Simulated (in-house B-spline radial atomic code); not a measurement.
# The sulfur ion S⁸⁺: [He] 2s2 2p3 4d1 (an excited or competing configuration)

Level of theory: Dirac-Hartree-Fock, average of configuration, Fermi nucleus of rms radius 3.2611 fm; calculated with a radial B-spline atomic code at the basis-set limit.

Screening seen three ways: the hydrogenic charge with the same mean radius, Z_r = [3n² - l(l+1)]/(2<r>), the one with the same energy, Z_e = n√(-2ε), and Slater's rules. Values are occupation-weighted means over j.

| shell | electrons | ε (eV) | <r> (bohr) | Z_r | Z_e | Slater |
| --- | --- | --- | --- | --- | --- | --- |
| 1s | 2 | -2807.5 | 0.0963 | 15.58 | 14.36 | 15.70 |
| 2s | 2 | -471.46 | 0.441 | 13.60 | 11.77 | 12.90 |
| 2p | 3 | -427.67 | 0.3914 | 12.77 | 11.21 | 12.90 |
| 4d | 1 | -71.377 | 2.233 | 9.40 | 9.16 | 9.00 |

The least bound orbital is 4d5/2 at -71.37 eV, and it is also the most diffuse (<r> = 2.233 bohr).

Spin-orbit splittings of the orbital energies (j = l + 1/2 above j = l - 1/2 when positive): 2p 1.57 eV, 4d 0.01836 eV.

For the 1s electron the small component carries 0.325 % of the norm, the zero-frequency Breit interaction raises the level by 1.649 eV, self-energy by 0.7696 eV, and vacuum polarisation lowers it by 0.05089 eV.
